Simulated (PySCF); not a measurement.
## Electron correlation in Zr²⁺ (zirconium, charge +2)

[Kr] 4d1 5s1, high-spin 3D determinant (an excited configuration). Calculation: PySCF 2.14, in ANO-RCC-VTZP (7s6p4d2f1g, 68 functions); scalar relativity by spin-free X2C-1e. Frozen: [Kr]; 2 electrons correlated.

With two correlated electrons CCSD is exact within the correlated space (frozen core and kept virtual orbitals).

```json
{"level": "CCSD", "correlation energy (mhartree)": "-5.96"}
```

Diagnostics: T1 = 0.0036, D1 = 0.0072, largest double amplitude 0.031.

Question: Is a single reference adequate?

Answer: Yes, within this model without spin-orbit coupling: T1 lies below 0.03 and no double amplitude reaches 0.07.
